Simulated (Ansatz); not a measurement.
C₄H₉O (SMILES CCCC[O]), doublet, geometry from GFN2-xTB; MP2/STO-3G in Ansatz (a first-principles code).

Here is a job for Ansatz.
Ansatz 0.2 input:
```yaml
crystal:
  periodic: [false, false, false]
  atoms:
    - {symbol: C, position_ang: [2.34449256, -0.09813638, -0.00073337]}
    - {symbol: C, position_ang: [0.88937594, -0.48778015, -0.21704361]}
    - {symbol: C, position_ang: [-0.04543918, 0.71839659, -0.09204646]}
    - {symbol: C, position_ang: [-1.50354472, 0.27416734, -0.25316904]}
    - {symbol: O, position_ang: [-2.00858632, -0.48751152, 0.68447693]}
    - {symbol: H, position_ang: [2.65776752, 0.64052160, -0.73593568]}
    - {symbol: H, position_ang: [2.48402591, 0.32489821, 0.99135532]}
    - {symbol: H, position_ang: [2.98696168, -0.97020344, -0.09670548]}
    - {symbol: H, position_ang: [0.58443175, -1.23051715, 0.52249205]}
    - {symbol: H, position_ang: [0.77427526, -0.93476375, -1.20784599]}
    - {symbol: H, position_ang: [0.08186284, 1.16614618, 0.89499254]}
    - {symbol: H, position_ang: [0.19852652, 1.46432205, -0.85103369]}
    - {symbol: H, position_ang: [-2.14713345, 1.18699457, -0.35187235]}
    - {symbol: H, position_ang: [-1.66133505, -0.18719037, -1.26330719]}
basis:
  gaussian:
    orbitals: STO-3G
magnetization: {spin_polarized: true, initial_magnetization: 1}
correlation: {method: mp2}
```

Q: Predict the main parts of the log of this Ansatz run.

A: 
```
Functional definition: HF
486 factors; integrals over basis functions are off by at most 3.3e-5 eV
mean field evaluation 1: about -6216.4476 eV, gradient 2.4e1 eV
mean field evaluation 2: about -6216.7702 eV, gradient 2.4e1 eV
mean field evaluation 4: about -6222.5576 eV, gradient 3.7e0 eV
mean field evaluation 8: about -6222.7719 eV, gradient 1.4e-1 eV
mean field evaluation 16: about -6222.8160 eV, gradient 2.7e-3 eV
mean field evaluation 32: about -6222.6722 eV, gradient 3.2e0 eV
mean field -6222.81599111 eV, -228.6842696969 hartree, gradient 1.8e-6 eV, S^2 0.755872; 4 other end points of the search recorded, 0 dependent functions left out
5 core orbitals not correlated
reference -6222.81599111 eV, -228.6842696969 hartree; 16, 15 occupied and 13, 14 virtual orbitals, 486 factors
second order -5.93475272 eV of doubles, -0.00000000 eV of singles
Total energy: -6228.75074383 eV, -228.9023678369 hartree
```
